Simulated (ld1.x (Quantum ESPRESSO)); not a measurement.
**Al: excitation energies, all-electron against TM**

Al (Z = 13), norm-conserving Troullier–Martins (Kleinman–Bylander form), made with ld1.x (Quantum ESPRESSO) 7.5 (revPBE, scalar-relativistic). Core [Ne], reference 3s1.75 3p1.25. Waves: 3s (bound): rc 2.10 bohr; 3p (bound): rc 1.75 bohr; 3d channel at -0.15 Ry: rc 1.65 bohr. Local part: the d channel. Core correction: Bessel-smoothed model core, default radius (core density twice the valence density).

Energies are relative to the spin-unpolarised reference configuration 3s1.75 3p1.25; without spin polarisation the order of configurations can differ from experiment.

```
valence configuration  charge  ΔE all-electron (eV)  error AE − PS (meV)
              3s2 3p1       0                -1.262                 +0.1
              3s2 3p0      +1                 4.486                 +1.9
              3s0 3p3       0                 9.120                 -0.9
            3s2 3p1.3    -0.3                -1.832                 +0.5
              3s1 3p1      +1                10.269                 +7.0
              3s1 3p2       0                 3.852                 +0.1
```

(1) What are ΔE and the potential's error for 3s1 3p0?

Levels in the configuration 3s1 3p1:

```
level  all-electron (eV)  pseudo (eV)
   3s            -15.554      -15.537
   3p             -9.726       -9.713
```

## Answers

(1) ΔE = 23.637 eV all-electron; the error (AE − PS) is +28 meV.
